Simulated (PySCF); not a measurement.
Job for PySCF: R-MP2/6-31G* on N4 (a complex).

```python
from pyscf import gto, scf, dft, mp
from pyscf.data.elements import chemcore

mol = gto.M(
    atom='''
    N    -0.38463901   -0.10116271   -0.56541468
    N     0.45101972    0.14816541    0.08987410
    N    -0.43060379   -0.20177426    3.30949930
    N     0.36422308    0.15477156    3.96604128
    ''',
    basis='6-31g*',
    cart=True,
    charge=0, spin=0, verbose=3, max_memory=1800)
mf = scf.RHF(mol)
mf.conv_tol = 1e-8
mf.max_cycle = 100
mf.kernel()
if not mf.converged:
    mf = mf.newton().run(mf.mo_coeff, mf.mo_occ)
pt = mp.MP2(mf, frozen=chemcore(mol)).run()
```

Q: Give the final energy of this run.

A: -218.5034 hartree.
